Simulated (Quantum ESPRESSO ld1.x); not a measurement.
Ba2+, 54 electrons, occupied as [Kr] 4d10 5s1 5p6 6p1 (not the ground configuration).

All-electron calculation, Dirac Kohn-Sham, OLYP, spin-unpolarised, spherical densities, point nucleus; open shells fill j = l - 1/2 first. Program: ld1.x of Quantum ESPRESSO 7.5.

Energy parts (hartree):
| part | energy |
|---|---|
| total | -8140.41 |
| kinetic | 8690.38 |
| electron-nucleus | -19758.08 |
| Hartree | 3128.02 |
| exchange-correlation | -200.74 |

Orbitals (lengths in bohr, moments of r in powers of bohr; <r^-3> diverges for s and p1/2; r(90%) holds 90 % of the orbital's charge):
| orbital | occ. | eigenvalue (hartree) | <r^-3> | <r^2> | r(90%) | <r> |
|---|---|---|---|---|---|---|
| 1s1/2 | 2 | -1368.82 | - | 0.0008886 | 0.0461 | 0.02558 |
| 2s1/2 | 2 | -217.081 | - | 0.01415 | 0.170 | 0.1093 |
| 2p1/2 | 2 | -204.542 | - | 0.01041 | 0.151 | 0.09193 |
| 2p3/2 | 4 | -190.517 | 6294 | 0.01168 | 0.159 | 0.09792 |
| 3s1/2 | 2 | -46.4490 | - | 0.09724 | 0.429 | 0.2915 |
| 3p1/2 | 2 | -41.1895 | - | 0.09202 | 0.423 | 0.2814 |
| 3p3/2 | 4 | -38.4747 | 1248 | 0.09975 | 0.440 | 0.2933 |
| 3d3/2 | 4 | -29.2612 | 203.1 | 0.08242 | 0.414 | 0.2641 |
| 3d5/2 | 6 | -28.6814 | 186.0 | 0.08463 | 0.419 | 0.2678 |
| 4s1/2 | 2 | -9.71690 | - | 0.5112 | 0.967 | 0.6731 |
| 4p1/2 | 2 | -7.80229 | - | 0.5505 | 1.01 | 0.6957 |
| 4p3/2 | 4 | -7.23486 | 261.8 | 0.5938 | 1.05 | 0.7226 |
| 4d3/2 | 4 | -4.10588 | 34.68 | 0.7259 | 1.19 | 0.7907 |
| 4d5/2 | 6 | -4.00883 | 31.49 | 0.7438 | 1.21 | 0.8005 |
| 5s1/2 | 1 | -1.90627 | - | 2.864 | 2.28 | 1.599 |
| 5p1/2 | 2 | -1.38821 | - | 3.564 | 2.57 | 1.779 |
| 5p3/2 | 4 | -1.30301 | 39.26 | 3.845 | 2.67 | 1.848 |
| 5d3/2 | 0 | -0.60734 | 3.308 | 7.373 | 3.80 | 2.534 |
| 5d5/2 | 0 | -0.59819 | 3.003 | 7.555 | 3.85 | 2.565 |
| 6s1/2 | 0 | -0.52857 | - | 15.91 | 5.36 | 3.778 |
| 6p1/2 | 1 | -0.40778 | - | 21.78 | 6.30 | 4.419 |
| 6p3/2 | 0 | -0.39423 | 6.287 | 23.19 | 6.50 | 4.561 |

The highest occupied level is 6p1/2 at -11.096 eV. The configuration is held as typed, so some empty levels lie below it. The density falls to 0.001 e/bohr^3 at r = 4.75 bohr. Summed over all electrons, <r^2> = 60.73 bohr^2, which gives a Langevin (diamagnetic) susceptibility term of -48.1 x 10^-6 cm^3/mol.
